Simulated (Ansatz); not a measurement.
Computed with Ansatz on PBE0-D4/def2-TZVP structures; ΔE is electronic, products minus reactants. CCSD(T)/CBS adds triple-zeta CCSD(T) − MP2 to the extrapolated MP2 energy (def2 sets, frozen cores). This one scheme is used for every species.

`CC(C)[SiH]` + HCl → `CC(C)Cl` + `[SiH2]`  (substitution at a C–Si bond)

```
     species  CCSD(T)/CBS(def2) energy (Eh)
`CC(C)[SiH]`                     -407.98328
         HCl                     -460.38127
   `CC(C)Cl`                     -578.16231
    `[SiH2]`                     -290.19011
```

Problem. Work out ΔE.

Solution. ΔE = (-578.16231) + (-290.19011) − (-407.98328) − (-460.38127) = 0.01213 Eh = +31.8 kJ/mol.

Problem. What do rigid-rotor, harmonic-oscillator terms from PBE0-D4/def2-TZVP frequencies (298.15 K, 1 bar) make of the CCSD(T)/CBS value? (An estimate is asked.)

Solution. Ansatz gave: ΔZPE = -1.2 kJ/mol, ΔH = +30.7 kJ/mol, ΔS = 15 J/(mol·K), ΔG = +26.2 kJ/mol.

Largest T1 diagnostic among the species: 0.014.

At CCSD(T), def2-SVP lies −10.5 kJ/mol from the extrapolated value and def2-TZVPP −0.3 kJ/mol. From BLYP to BHLYP (50 % exact exchange), in def2-TZVPP and without D4, ΔE moves by −5.7 kJ/mol.
